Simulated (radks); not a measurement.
Coulomb parameter of the 3d shell of neutral vanadium in the model configuration [Ar] 3d2 4s2 4p1, as a second difference U = [E(n + 0.25) + E(n - 0.25) - 2 E(n)] / (0.25)^2 with all orbitals relaxed. "Bare": the charge of the atom changes with n. "Screened": the 4p shell takes up the change at fixed total charge, which measures U(3d,3d) + U(4p,4p) - 2 U(3d,4p). Method: Dirac Kohn-Sham, BLYP, spin-unpolarised, spherical densities, finite nucleus; open shells are shared between the two j in proportion to 2j + 1; Fermi nuclear charge, rms radius 3.6002 fm; computed with a radial shooting solver on a logarithmic mesh with Libxc functionals.

| case | configuration | E - E(n) (eV) |
|---|---|---|
| start | [Ar] 3d2 4s2 4p1 | 0.000 |
| bare +0.25 | [Ar] 3d2.25 4s2 4p1 | -2.272 |
| bare -0.25 | [Ar] 3d1.75 4s2 4p1 | 3.010 |
| screened +0.25 | [Ar] 3d2.25 4s2 4p0.75 | -1.872 |
| screened -0.25 | [Ar] 3d1.75 4s2 4p1.25 | 2.178 |

U(bare) = 11.800 eV, U(screened by 4p) = 4.902 eV, against the Slater integral F0(3d,3d) = 19.896 eV with frozen orbitals. The step up makes a negative ion, whose loosely bound charge lowers the bare value.
